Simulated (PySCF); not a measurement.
H2CdClN (SMILES [NH2][Cd][Cl]), singlet, geometry from GFN2-xTB (such geometries of metal compounds can be far from the true shape) (core potentials on Cd). Base run: PySCF with PBE/def2-SVP, polarisability.

Input for PySCF:
```python
from pyscf import gto, scf, dft
from pyscf.prop import polarizability

mol = gto.M(
    atom='''
Cd    0.07774488   -0.37395475   -0.11729533
Cl   -0.32453122    1.81602864   -0.57685640
N     0.24055031   -1.30846977    1.68378606
H     0.78950926   -2.16429191    1.65719212
H    -0.68808497   -1.59907849    1.99303977
''',
    basis='def2-svp',
    ecp={'Cd': 'def2-svp'},
    verbose=3,
)

mf = dft.RKS(mol)
mf.xc = 'pbe'
mf.kernel()
alpha = mf.Polarizability().polarizability()[2, 2]
print('alpha_zz =', alpha)
```

Variants of this job, named by their change:

| change | alpha_zz (bohr³) | basis functions |
|---|---|---|
| base | 53.20 | 73 |
| finite field (a.u.) = 0.05; conv_tol = 1e-11 | 55.40 | 73 |
| functional = pbe0 | 50.42 | 73 |
| finite field (a.u.) = 0.02; conv_tol = 1e-11 | 53.56 | 73 |
| finite field (a.u.) = 0.001; conv_tol = 1e-6 | 53.23 | 73 |
| functional = hf | 43.58 | 73 |
| basis = def2-SVPD | 64.84 | 97 |
| finite field (a.u.) = 0.005; conv_tol = 1e-11 | 53.23 | 73 |
| finite field (a.u.) = 0.001; conv_tol = 1e-11 | 53.20 | 73 |
| finite field (a.u.) = 2e-4; conv_tol = 1e-11 | 53.20 | 73 |
| basis = def2-TZVP | 59.09 | 120 |
| functional = camb3lyp | 49.27 | 73 |

Finite-field rows take the second difference of the energy in a field along z; a small field with loose convergence shows SCF noise divided by the square of the field, and a large one adds hyperpolarisability.
